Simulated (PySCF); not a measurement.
**A ladder of Hamiltonians for Eu⁵⁹⁺ (europium, charge +59)**

Occupied: 1s1/2, 2s1/2. Hartree-Fock calculated with PySCF 2.14 in an even-tempered Gaussian basis (16 s from 13 bohr⁻², ratio 2.7; 13 p from 16 bohr⁻², ratio 2.7), Gaussian nucleus throughout. NR is non-relativistic, sf-X2C the spin-free one-electron X2C Hamiltonian, X2C adds the bare one-electron spin-orbit term, X2C-SNSO screens it by Boettger's factors, DC is four-component Dirac-Coulomb, and the Gaunt and Breit terms are added at first order (total energies over the DC spinors, levels after relaxing the spinors in that mean field). QED terms are absent. Levels marked empty are virtual spinors of this ion.

```
Hamiltonian  E (hartree)
         NR   -4862.7906
     sf-X2C   -5159.8326
        X2C   -5159.8326
   X2C-SNSO   -5159.8326
         DC   -5161.9777
   DC+Gaunt   -5157.6249
   DC+Breit   -5157.7167
```

```json
{"level (eV)": "1s1/2", "NR": "-52265.2", "sf-X2C": "-55244.6", "X2C": "-55244.6", "X2C-SNSO": "-55244.6", "DC": "-55296.2", "DC+Gaunt": "-55191.7", "DC+Breit": "-55192.9"}
{"level (eV)": "2s1/2", "NR": "-12571.9", "sf-X2C": "-13478.1", "X2C": "-13478.1", "X2C-SNSO": "-13478.1", "DC": "-13484.1", "DC+Gaunt": "-13471.8", "DC+Breit": "-13473.0"}
{"level (eV)": "2p1/2 (empty)", "NR": "-12214.8", "sf-X2C": "-12557.3", "X2C": "-13079.6", "X2C-SNSO": "-13060.9", "DC": "-13067.0", "DC+Gaunt": "-13044.4", "DC+Breit": "-13047.5"}
{"level (eV)": "2p3/2 (empty)", "NR": "-12214.8", "sf-X2C": "-12557.3", "X2C": "-12337.0", "X2C-SNSO": "-12343.7", "DC": "-12344.9", "DC+Gaunt": "-12332.4", "DC+Breit": "-12335.5"}
{"level (eV)": "3s1/2 (empty)", "NR": "-5390.4", "sf-X2C": "-5699.6", "X2C": "-5699.6", "X2C-SNSO": "-5699.6", "DC": "-5701.2", "DC+Gaunt": "-5697.7", "DC+Breit": "-5698.3"}
```

How large are the two-electron picture-change error of X2C and the Breit correction in the total energy?

X2C-1e lies 2.1451 hartree above Dirac-Coulomb; Gaunt adds 4.3528 and the full Breit term 4.2609 hartree.

```tsv
interval (eV)	X2C	X2C-SNSO	DC	DC+Gaunt	DC+Breit
2p3/2 − 2p1/2	742.6	717.3	722.1	712.0	712.0
```

Weight of the small component: 1s1/2 0.0553, 2s1/2 0.0134, 2p1/2 0.0132, 2p3/2 0.0124, 3s1/2 0.00568.

Koopmans' value for the highest occupied level at DC+Breit: 13473.0 eV, against an ionisation energy of 13462 ± 7 eV (theoretical estimate listed by NIST; NIST Atomic Spectra Database, ionization energies); the former lacks relaxation, correlation, QED and recoil.

The whole ladder took 61 s of wall time on 1 thread of Intel(R) Xeon(R) Platinum 8375C CPU @ 2.90GHz (shared host), launched as `OMP_NUM_THREADS=1 python relrun2.py TASK.json OUT` (a driver that calls PySCF for each Hamiltonian).
